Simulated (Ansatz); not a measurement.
```csv
atom,x (Å),y (Å),z (Å)
Si,-0.0022,-0.0045,-0.5453
O,-0.0022,0.0051,0.9611
```

Basis set: STO-3G (spherical functions). Correlated methods keep 6 orbitals frozen. Charge 0, multiplicity 1.

Computed with Ansatz (development build ahead of 0.2.0); each method stands on the lowest determinant of its kind that the runs found. Restricted open shells among the atoms or ions are ROHF, correlated in semicanonical orbitals with singles.

**Question.** Give the atomization energy at this shape (free ground-state atoms in the same class of orbitals less the molecule, no zero-point energy) of singlet SiO by RHF-MP2, RHF.

**Answer.**

```tsv
method	atomization energy
RHF-MP2	7.17 eV
RHF	3.49 eV
```

This basis has no polarisation functions and is too small for such energies, which can lie far from measured ones in either direction.
